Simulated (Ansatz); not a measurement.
The first iterations of a band of ClH5O3SZr (11 atoms, charge 0, multiplicity 1).

Computed with RKS B3LYP-D4/def2-SVP (Ansatz 0.2.0).

```json
{
  "movable images": "3",
  "climbing image": "no",
  "spring": "5.0 eV/Å²",
  "optimiser": "quadratic models (default)",
  "start path": "through a guess of the saddle point",
  "force threshold": "0.05 eV/Å",
  "iteration limit": "60",
  "end points": "relaxed"
}
```

Image 0:

```xyz
11
Properties=species:S:1:pos:R:3
Zr -0.023 -0.123 0.262
Cl -0.118 -0.347 2.678
O 1.738 -0.331 -0.563
H 2.179 -0.933 -1.170
O -1.132 1.285 -0.457
H -1.631 1.873 -1.026
O -0.895 -1.741 -0.288
H -1.475 -2.473 -0.506
S 1.584 2.346 1.112
H 2.606 1.638 1.644
H 1.023 2.562 2.324
```

Image 4:

```xyz
11
Properties=species:S:1:pos:R:3
Zr -0.140 0.424 -0.202
Cl 2.340 -0.992 2.447
O 1.624 -0.210 -0.679
H 2.264 -0.749 -0.193
O -0.814 1.495 -1.649
H -1.234 1.944 -2.385
O -1.309 -0.971 0.402
H -1.834 -1.740 0.635
S 0.198 1.820 1.885
H 1.137 2.613 1.310
H 1.623 0.122 2.437
```

| iteration | highest image above the first end (eV) | largest band force component (eV/Å) |
| --- | --- | --- |
| 1 | 5.700 | 21.285 |
| 2 | 2.325 | 8.044 |
| 3 | 2.070 | 3.769 |
| 4 | 1.925 | 2.554 |
| 5 | 1.705 | 2.317 |
| 6 | 1.417 | 1.639 |
| 7 | 1.129 | 0.936 |
| 8 | 0.992 | 0.780 |
| 9 | 0.949 | 0.792 |

Task: Does the band converge within its limit, and where does its top end?

Result: The forces met the threshold. It ended after 28 iterations with the highest image 0.772 eV above the first end. No image climbed, so the highest image needn't sit at the top of the path. So few images can step over the top or miss a turn of the path. The orbitals stay closed-shell, which can raise the energy where a bond breaks towards radicals; this wasn't checked here.

Time of the run: 3.5 min on 4 threads of Arm Neoverse V2, on a shared host, peak memory 0.39 GiB.
